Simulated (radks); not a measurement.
The numbers below are computed, except where a source is named.
Level of theory: non-relativistic Kohn-Sham, LDA (Slater exchange, VWN5 correlation), spin-polarised, spherical densities, point nucleus; open shells are filled with parallel spins first (a radial shooting solver on a logarithmic mesh with Libxc functionals). Response by self-consistent Sternheimer equations with the Hartree and adiabatic LDA kernel. For heavy and open-shell atoms this level of theory can miss by tens of per cent. Estimate the static dipole polarisabilities of Br7+ ([Ar] 3d10) and Kr8+ ([Ar] 3d10) and the C6 coefficients of the three pairs.

Answer. alpha = 0.2777 and 0.2094 bohr^3; C6 = 0.3625 (Br7+-Br7+), 0.2976 (Br7+-Kr8+), 0.2457 (Kr8+-Kr8+) hartree bohr^6.
